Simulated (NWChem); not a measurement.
**Basis-set convergence for H4AlFS**

SMILES: S.[F][AlH2]
```xyz
7

Al    -0.7884     0.8171     0.0000
H     -1.5239     0.7102    -1.4050
H     -1.5239     0.7102     1.4050
F      0.6821     1.6408     0.0000
S      0.2990    -1.5209     0.0000
H      1.1873    -1.2381    -0.9796
H      1.1873    -1.2381     0.9796
```
Charge 0, spin multiplicity 1.

All runs are NWChem calculations. The geometry was optimised at PBE0/def2-SVP, a minimum by its harmonic frequencies.

Quantity: vertical ionisation energy at the level ΔHF (Δ: difference of total energies, the cation a doublet at the parent's geometry with its hole in an orbital of symmetry a' (Cs labels); it is the state that the SCF runs reached, from PBE0 orbitals for Hartree-Fock references, and need not be the lowest).

The Pople sets run with spherical d functions. The structure started from a generated list of species. The stability of the SCF solutions was not checked. Open-shell Hartree-Fock references start from PBE0 orbitals; any time given for them includes that run.

Relative cost: rough, from shared machines, SCF included, 6-31G* = 1.

```json
[
 {"basis": "6-31G*", "functions": "58", "vertical ionisation energy (eV)": "10.94", "relative cost": "1"},
 {"basis": "cc-pVDZ", "functions": "70", "vertical ionisation energy (eV)": "10.95", "relative cost": "under 3"},
 {"basis": "6-31+G*", "functions": "70", "vertical ionisation energy (eV)": "10.97", "relative cost": "under 3"},
 {"basis": "pcseg-1", "functions": "70", "vertical ionisation energy (eV)": "___", "relative cost": "under 3"},
 {"basis": "def2-SVPD", "functions": "106", "vertical ionisation energy (eV)": "10.95", "relative cost": "under 3"},
 {"basis": "6-311++G**", "functions": "110", "vertical ionisation energy (eV)": "10.96", "relative cost": "under 3"},
 {"basis": "pcseg-2", "functions": "154", "vertical ionisation energy (eV)": "___", "relative cost": "5"}
]
```

Task: Complete the blanks.

Result: 
- pcseg-1, vertical ionisation energy (eV): 11.00
- pcseg-2, vertical ionisation energy (eV): 10.92
